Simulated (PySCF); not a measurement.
HfO$_{2}$, singlet, at a GFN2-xTB geometry of the parent state (such geometries of metal compounds can be far from the true shape) (the multiplicity is a formal guess) (core potentials on Hf).

The PySCF input:
```python
from pyscf import gto, scf, dft

mol = gto.M(
    atom='''
Hf    0.047224   -0.000550    0.055786
O     1.101216    0.298600   -1.360218
O    -1.526232   -0.293651    0.858147
''',
    basis='def2-sv(p)',
    ecp={'Hf': 'def2-sv(p)'},
    charge=0,
    spin=0,
    verbose=4,
)

mf = dft.RKS(mol)
mf.xc = 'camb3lyp'
mf.kernel()
mf.analyze()
```

What dipole moment does CAMB3LYP/def2-SV(P) (PySCF) give?

4.64 D

Give the number of basis functions at the level CAMB3LYP/def2-SV(P).

53

Give the total energy at the level CAMB3LYP/def2-SV(P).

-5392.4871 eV

Estimate the nuclear repulsion energy that CAMB3LYP/def2-SV(P) returns for this input.

66.4549 Eh

What is the computed HOMO-LUMO gap (CAMB3LYP/def2-SV(P))?

4.17 eV
